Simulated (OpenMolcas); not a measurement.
F5+: effect of the IPEA shift

```yaml
Program: OpenMolcas
Basis: ANO-RCC-VTZP [4s3p2d1f]
Scalar_Hamiltonian: DKH2, point nucleus
Active_space: 2 electrons in 9 orbitals (RAS2 2s 2p; RAS3 3d, at most 2 electrons)
State_averaging: 2S+1 = 3 even, 3 roots; 2S+1 = 1 even, 7 roots (6 in the spin-orbit step); 2S+1 = 3 odd, 3 roots; 2S+1 = 1 odd, 3 roots
Spin-orbit_coupling: state interaction with AMFI integrals over the reference wave functions, term energies averaged over their components
```

Methods on the same reference wave functions:
A. RASSCF
B. SS-RASPT2, IPEA 0 Eh, imaginary shift 0.1 Eh (closed shells correlated: 1s)
C. SS-RASPT2, IPEA 0.25 Eh, imaginary shift 0.1 Eh (closed shells correlated: 1s)

Energies in cm-1 above 2s2 1S0, the measured ground level; measured values from Moore, Atomic Energy Levels, vol. I, NSRDS-NBS 35 (1971 reprint of NBS Circular 467, 1949).

| Level | A | B | C | Measured |
| --- | --- | --- | --- | --- |
| 2s2 1S0 | 0.0 | 0.0 | 0.0 | 0.0 |
| 2s 2p 3P* 0 | 96557 | 96636 | 96637 |  |
| 2s 2p 3P* 1 | 96833 | 96912 | 96913 | 96861 |
| 2s 2p 3P* 2 | 97390 | 97469 | 97470 | 97437 |
| 2s 2p 1P* 1 | 190201 | 188948 | 188955 |  |
| 2p2 3P0 | 252653 | 252118 | 252126 |  |
| 2p2 3P1 | 252927 | 252392 | 252400 | 251635 |
| 2p2 3P2 | 253470 | 252935 | 252943 | 252145 |
| 2p2 1D2 | 277638 | 276306 | 276311 | 274597 |

Deviations, from unrounded energies. A percentage is the sum of absolute deviations over the sum of measured energies, with the sign that they share, or ± where signs differ.

```json
{"Against measurement": "mean absolute deviation (cm-1)", "Levels": "5", "A": "1100", "B": "670", "C": "670"}
{"Against measurement": "other configurations (%)", "Levels": "5", "A": "±0.6", "B": "+0.3", "C": "+0.3"}
```

B, C lie about equally close to measurement and A furthest from it. The largest miss of B in the table is 2p2 1D2, by +1700 cm-1. The ranking rests on the paired levels alone, and a cruder setting can come out closer through cancelling errors.

Between B and C the level of the table that moves most is 2p2 3P1, by 8.1 cm-1 (lowest in B, highest in C).

The lowest spin-free term lies below A's lowest term by 0.005 hartree in B, 0.005 hartree in C.

Active for correlation alone: 3d; no level in the range computed is led by a configuration that fills it, so any true level of that kind is missing. Measured partners are found by configuration, term and J. A level has none where our copy of the source lacks it or the pairing is in doubt (some pairs that miss far off the trend of their configuration count as doubtful), and it then counts in no deviation. Levels of configurations outside the active space are missing.

* marks odd parity.
